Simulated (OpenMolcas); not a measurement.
W3+ (d3) among equal point charges was computed by CASSCF with the d shell active (OpenMolcas, ANO-RCC-VDZP on the metal). Its lowest spin-free states, and all those of the highest spin:

| 2S+1 | Degeneracy | E (cm-1) |
| --- | --- | --- |
| 4 | 3 | 0.0 |
| 4 | 3 | 3289 |
| 4 | 1 | 7057 |
| 2 | 2 | 9671 |
| 2 | 3 | 12493 |
| 2 | 3 | 12672 |
| 4 | 3 | 13337 |
| 2 | 1 | 14567 |
| 2 | 3 | 15941 |
| 2 | 3 | 17414 |
| 2 | 3 | 17971 |
| 2 | 2 | 18704 |

Is the site octahedral, tetrahedral or cube-like, axial, or of lower symmetry?

The states with 2S+1 = 4 have orbital degeneracies 3, 3, 1, 3. Threefold states need a cubic site. For d3 at this spin an octahedron puts the single A2 below the threefold T2 and a tetrahedron or cube puts the threefold T1 below the threefold T2, so the site is a tetrahedron or a cube, which this pattern cannot tell apart. The run had W3+ among 4 point charges of -1.25 e arranged as a tetrahedron (Td), 2.02 Å from the ion.

Spin-orbit coupling mixes the spin-free states strongly: the lowest level takes only 64 % from its leading state, 4T1. Without dynamic correlation the repulsion within the d shell is too large (B by tens of per cent), so at a given field states of lower spin stand too high. Point charges give a weaker field than real ligands, and real ions of this kind are as a rule low spin; the high spin found here belongs to the model. This is an electrostatic model: the charges have no orbitals. No measured value stands beside these numbers.
